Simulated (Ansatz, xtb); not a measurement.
Isomers of C16H11NS in order of energy

9 gas-phase structures of C16H11NS, from a drawn sample of its isomers (lower ones may exist). Each was relaxed with GFN2-xTB:

A. `c1ccc2c(c1)sc1c(-n3cccc3)cccc12`, a singlet
B. `C=C1SC2=C3C(=CC=C2N2C=CC=C2)C=CC=C13`, a singlet
C. `c1ccc(-n2ccc3c4ccsc4ccc32)cc1`, a singlet
D. `Cc1ccc2nc3sc4ccccc4c3cc2c1`, a singlet
E. `Cc1nc2c3ccccc3c3ccccc3c2s1`, a singlet
F. `SC1=Nc2c(c3ccccc3c3ccccc23)C1`, a singlet
G. `Cc1cccc2nc3sc4ccccc4c3cc12`, a singlet
H. `c1ccc(-n2c3ccccc3c3sccc32)cc1`, a singlet
I. `Cc1ccc2c(c1)sc1c3ccccc3ncc21`, a singlet

**Question.** Which do you expect lowest at r2SCAN-D4/def2-SVP//GFN2-xTB, and how would the others follow?

**Answer.** Calculated order at r2SCAN-D4/def2-SVP//GFN2-xTB: E (0.0), D (25.9), G (26.7), I (27.0), F (73.4), A (97.7), C (98.9), H (121.1), B (158.4) kJ/mol. Less than 1 kcal/mol parts D and G; G and I; A and C, so the order within those pairs means little.

Energies above the lowest of each column, in kJ/mol; the last columns are at r2SCAN-D4/def2-SVP geometries and were run for some of them only (a dash: not run or not comparable):

```csv
structure,GFN2-xTB,HF/STO-3G,r2SCAN-D4/def2-SVP//GFN2-xTB,r2SCAN-D4/def2-SVP,PBE0-D4/def2-TZVP
E,0.0,0.0,0.0,0.0,0.0
D,21.6,1.6,25.9,26.3,23.1
G,25.1,6.4,26.7,27.1,24.4
I,16.4,2.8,27.0,26.8,21.7
F,74.0,90.0,73.4,–,–
A,47.3,104.6,97.7,–,–
C,50.6,119.9,98.9,–,–
H,70.7,143.5,121.1,–,–
B,98.4,187.1,158.4,–,–
```

Every level run on E puts it lowest or level with the lowest. PBE0-D4/def2-TZVP orders those it was run on as E (0.0), I (21.7), D (23.1), G (24.4) kJ/mol. Less than 1 kcal/mol parts I and D; D and G, so the order within those pairs means little. Some further structures that were screened fall inside this span and aren't listed. Flexible structures stand in one conformer each, not always the lowest. Frequencies (GFN2-xTB) were run for D, E, G, I alone.

Over these structures GFN2-xTB departs from r2SCAN-D4/def2-SVP//GFN2-xTB by 24.2 kJ/mol on average once a common shift is removed. A GFN2-xTB relaxation took about 0.4 s and the r2SCAN-D4/def2-SVP//GFN2-xTB energy about 5.4 s on a shared host (Ansatz 0.2.0, xtb 6.7.1).
